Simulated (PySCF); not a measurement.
## C₆ coefficients of unlike pairs at UHF

Calculated with PySCF 2.14 from the dipole response of each species, C₆(A,B) = (3/π) ∫ α_A(iu) α_B(iu) du, in atomic units, from isotropic polarisabilities. For ions this is the dispersion term alone; charge-induced terms of lower order in 1/R come first.

```csv
species,configuration,basis,relativity,α (bohr³),C₆ (like pair)
Se²⁺,[Ar] 3d10 4s2 4p2 (3P),aug-cc-pwCVDZ-PP with ECP10MDF (6s5p4d1f),core potential,9.586,44.88
Li⁺,1s2 (1S),dyall-av3z (15s9p3d),spin-free X2C,0.1893,0.07655
Be⁺,[He] 2s1 (2S),"aug-cc-pVQZ with one added diffuse shell each of s, p, d, f, g type (7s6p5d4f3g)",none,24.93,71.09
Sc⁺,[Ar] 3d1 4s1 (3D),"x2c-TZVPPall with one added diffuse shell each of s, p, d, f type (7s6p5d3f1g)",spin-free X2C,76.37,565.2
```

Task: Estimate C₆ for Sc⁺ with Li⁺.

Result: The integral gives 3.230. The combination rule 2 C_A C_B / (C_A α_B/α_A + C_B α_A/α_B) gives 2.681 and the geometric mean 6.578.

No spin-orbit coupling is included.

The other pairs:

```json
{"pair": "Sc⁺, Se²⁺", "C₆": "126.4"}
{"pair": "Sc⁺, Be⁺", "C₆": "199.7"}
{"pair": "Be⁺, Li⁺", "C₆": "1.093"}
{"pair": "Be⁺, Se²⁺", "C₆": "45.13"}
{"pair": "Li⁺, Se²⁺", "C₆": "1.501"}
```
